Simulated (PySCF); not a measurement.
Input for PySCF: R-MP2/6-31G* on GaH3S (SMILES [SH][GaH2]), a point of a torsion scan.

```python
from pyscf import gto, scf, dft, mp
from pyscf.data.elements import chemcore

mol = gto.M(
    atom='''
    S     1.52229835   -0.62040600    0.52383300
    Ga   -0.64100768   -0.15953428    0.41187777
    H     1.82023247    0.34697679   -0.34271340
    H    -1.71257811   -1.20277561   -0.06169291
    H    -1.18554641    1.26714063    0.78567981
    ''',
    basis='6-31g*',
    cart=True,
    charge=0, spin=0, verbose=3, max_memory=1800)
mf = scf.RHF(mol)
mf.conv_tol = 1e-8
mf.max_cycle = 100
mf.kernel()
if not mf.converged:
    mf = mf.newton().run(mf.mo_coeff, mf.mo_occ)
pt = mp.MP2(mf, frozen=chemcore(mol)).run()
```

**Question.** What total energy does the run end on?

**Answer.** -2322.5952 hartree.
